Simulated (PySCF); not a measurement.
ClH₃NSi (calculated)

Calculation on a computer-drawn molecule: optimised geometry and harmonic frequencies of an isolated molecule of the commonest isotopes, restricted reference for singlets and unrestricted otherwise, frozen core in MP2. Program: PySCF 2.14.0.

ClH₃NSi

Start structure:
```xyz
6
ClH3NSi
N      0.2139    -1.7581    -2.0149
Si    -0.3059    -1.6710    -0.3950
Cl    -2.3842    -1.5445    -0.1516
H      0.3136    -0.9217    -2.5614
H     -0.0400    -2.5362    -2.5938
H      0.2609    -0.4450     0.1996
```

- charge: 0
- multiplicity: 2
- method: MP2
- basis: cc-pV(D+d)Z
- rotational constants: 22.32, 3.767, 3.338 GHz
- total energy: -805.0703 hartree
- spin squared: 0.7532
- convergence status largest gradient component: 3.165e-05 hartree/bohr

Drawn bonds:
| atom | other atom | order |
| --- | --- | --- |
| 1 | 2 | 1 |
| 2 | 3 | 1 |
| 1 | 4 | 1 |
| 1 | 5 | 1 |
| 2 | 6 | 1 |

Optimised structure:
```xyz
6
ClH3NSi
N      0.2533    -1.7671    -2.0130
Si    -0.3175    -1.6734    -0.3933
Cl    -2.3889    -1.5419    -0.1452
H      0.3027    -0.9093    -2.5627
H     -0.0516    -2.5413    -2.5994
H      0.2602    -0.4435     0.1964
```

Modes:
| frequency (cm⁻¹) | reduced mass (dalton) |
| --- | --- |
| 223.2 | 3.683 |
| 240.4 | 1.096 |
| 440.2 | 1.499 |
| 524.1 | 9.802 |
| 605.9 | 1.099 |
| 800.2 | 1.089 |
| 867.1 | 4.615 |
| 927.3 | 1.285 |
| 1561 | 1.111 |
| 2274 | 1.043 |
| 3577 | 1.051 |
| 3690 | 1.094 |
